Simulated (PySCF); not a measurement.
AlClFI, SMILES [F][Al]([Cl])[I]. Heavy atoms are numbered as in [Al:1]([Cl:2])([F:3])[I:4].

The structure is a stationary point at B3LYP-D3(BJ)/def2-SVP. The def2 effective core potentials stand for the cores of I; spin–orbit coupling is left out.

The numbers are results of r2SCAN/def2-TZVPD run with PySCF, not measurements.

Mulliken values depend strongly on the basis, most of all with diffuse functions as here. ESP charges are fitted to the potential on shells at 1.4 to 2.0 van der Waals radii. Atomic charges (e), one atom of each kind:

```csv
atom,ESP fit,Mulliken
Al1,0.67,0.68
Cl2,-0.21,-0.24
F3,-0.32,-0.30
I4,-0.13,-0.14
```
